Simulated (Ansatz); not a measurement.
`FCN[SiH2]Cl` → `NCF` + `[SiH]Cl` at 700 K and 1 bar (silylene formation by 1,1-elimination).

Computed with Ansatz on PBE0-D4/def2-TZVP structures; ΔE is electronic, products minus reactants. CBS: MP2 limit from def2 TZ/QZ plus the TZ coupled-cluster correction, frozen cores. This one scheme is used for every species. Each species was taken in one conformer, which may not be the lowest.

```
      species  CCSD(T)/CBS energy (Eh)  H − E (kJ/mol)  S (J/(mol·K))
`FCN[SiH2]Cl`               -944.48308           250.0          465.0
        `NCF`               -194.94856           194.8          321.8
    `[SiH]Cl`               -749.43948            49.2          290.2
```

H − E and S are ideal-gas, rigid-rotor, harmonic terms from PBE0-D4/def2-TZVP, for one conformer and one mirror image of each species. 1 Eh = 2625.50 kJ/mol, R = 8.31446 J/(mol·K).

**Question.** By hand: ΔE, ΔH, ΔS and ΔG.

**Answer.** ΔE = (-194.94856) + (-749.43948) − (-944.48308) = 0.09504 Eh = 249.5 kJ/mol. Δ(H − E) = 194.8 + 49.2 − 250.0 = -6.0, so ΔH = 243.5 kJ/mol. ΔS = 321.8 + 290.2 − 465.0 = 147.0 J/(mol·K). ΔG = 243.5 − 700 × (147.0)/1000 = 140.6 kJ/mol.

**Question.** By hand: the equilibrium constant, and the temperature at which ΔG would vanish if ΔH and ΔS stayed fixed.

**Answer.** log₁₀ K = −ΔG/(RT ln 10) = -10.5. ΔG = 0 at ΔH/ΔS = 1656 K.

The number of gas molecules changes by +1, which sets the sign of ΔS. A doubt of 5 kJ/mol in ΔE shifts log₁₀ K by 0.4 here. Other conformers and mirror images would add mixing entropy, several J/(mol·K) or more a flexible species. Modes under 60 cm⁻¹, often nearly free rotors, make the harmonic entropy too high. These are equilibria of isolated gas molecules and say nothing of rates. Largest T1 diagnostic: 0.013 (customary marks: 0.02 for closed shells, 0.045 for open ones).
